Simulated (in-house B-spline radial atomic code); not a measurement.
**RPA and G0W0 on Hartree-Fock: the zinc ion Zn²⁺**

Configuration [Ar] 3d10, mean-field start Hartree-Fock. Computed with an all-electron radial atomic-structure program (B-spline basis): all electrons, non-relativistic, point nucleus, each spin shell either full or empty, empty states to l = 9 with an (l + 1/2)⁻⁴ tail; G0W0 by contour deformation at full frequency.

Command:
```bash
python run_gw.py task.json out
```
Settings (radii: box in bohr, nucleus in fm):
```
Z                        30
electrons                28
configuration            [Ar] 3d10
hamiltonian              nr
method                   hf
lmax                     9
spin_polarised           False
box_radius               17.55
intervals                52
```

Cost of the run: 1.9 s on 1 thread of Arm Neoverse N1, with other jobs on the host.

Energies (hartree):

| term | value |
| --- | --- |
| mean-field total | -1776.95910 |
| Hartree-Fock functional on these orbitals | -1776.95910 |
| direct second order | -2.2544 |
| second-order exchange | 0.65385 |
| SOSEX correction | 0.59962 |

Q: What is the RPA correlation energy, and what remains with SOSEX?

A: RPA gives -1.9354 hartree (-1.88 eV per electron); RPA + SOSEX gives -1.3357, and the second-order doubles (MP2) -1.6006 hartree. SOSEX takes back 31 % of the RPA value.

Quasi-particle levels (eV):

```
level  occupied  mean field  Σx - vxc     Σc  QP weight     G0W0
   3d       yes      -41.74      0.00      ?          ?        ?
   4s        no     -16.474      0.00  -0.88      0.990  -17.354
```

G0W0 = mean field + (Σx - vxc) + Σc, with Σc (partial-wave tail included) taken at the quasi-particle energy. Only the outer levels were computed. Levels of low weight are left out.

Q: Where does G0W0 put 3d?

A: At -40.25 eV, with Σc = 1.49 eV and a quasi-particle weight of 0.948. The tabulated removal energy is 39.723 eV (NIST, measured); the calculation leaves out relativity, Breit and QED terms, and what these don't explain is the method's own error.
